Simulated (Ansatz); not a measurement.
Compare A (`COC(F)(F)CF`) with its isomer B (`FCOC(F)CF`).

Computed with Ansatz on PBE0-D4/def2-TZVP structures; ΔE is electronic, products minus reactants. CCSD(T)/CBS is the MP2 limit (def2-TZVPP, def2-QZVPP) plus CCSD(T) − MP2 in def2-TZVPP, frozen cores. Functionals use def2-TZVPP. B3LYP here is the variant with VWN-RPA as its local correlation; programs differ in this. Each species was taken in one conformer, which may not be the lowest.

A:

Z-matrix (Å, degrees):
```
C
O 1 1.425
H 1 1.091 2 110.8
H 1 1.091 2 110.8 3 122.3
H 1 1.087 2 105.7 3 -118.8
C 2 1.347 1 116.0 3 -61.1
F 6 1.358 2 111.5 1 58.5
F 6 1.358 2 111.5 1 -58.6
C 6 1.515 2 108.0 1 180.0
F 9 1.366 6 110.0 2 179.8
H 9 1.092 6 108.7 2 59.8
H 9 1.092 6 108.7 2 -60.3
```

B:

Z-matrix (Å, degrees):
```
C
O 1 1.382
F 1 1.373 2 110.3
H 1 1.094 2 111.7 3 119.5
H 1 1.090 2 106.9 3 -117.6
C 2 1.384 1 115.0 3 -74.4
F 6 1.375 2 109.7 1 -73.9
C 6 1.507 2 106.9 1 167.2
H 6 1.095 2 112.0 1 44.3
F 8 1.372 6 109.5 2 -176.5
H 8 1.093 6 109.4 2 -56.9
H 8 1.093 6 109.5 2 63.7
```

**Question.** Which isomer does CCSD(T)/CBS put lower? Give the gap. (An estimate is asked.)

**Answer.** Computed: A, by 24.0 kJ/mol.

**Question.** Give E(B) − E(A) in kJ/mol with B3LYP, r2SCAN-D4, B2PLYP, CCSD/def2-TZVPP, CCSD(T)/def2-SVP, CCSD(T)/def2-TZVPP, HF/def2-TZVPP. (Estimate.)

**Answer.** Ansatz gave: B3LYP 20.3, r2SCAN-D4 29.0, B2PLYP 22.1, CCSD/def2-TZVPP 23.9, CCSD(T)/def2-SVP 34.5, CCSD(T)/def2-TZVPP 24.3, HF/def2-TZVPP 24.2. None reverses the order clearly.

**Question.** Does the order hold for the free energy at 298.15 K (harmonic terms from PBE0-D4)? (Estimate.)

**Answer.** Ansatz gave: Yes: G(B) − G(A) = +26.1 kJ/mol, for one conformer each. Modes under 60 cm⁻¹, often nearly free rotors, make the harmonic entropy too high.

Largest T1 diagnostic: 0.012.

From BLYP to BHLYP (50 % exact exchange), in def2-TZVPP and without D4, E(B) − E(A) moves by +6.2 kJ/mol. At CCSD(T), def2-SVP lies +10.4 kJ/mol from the extrapolated value and def2-TZVPP +0.3 kJ/mol.
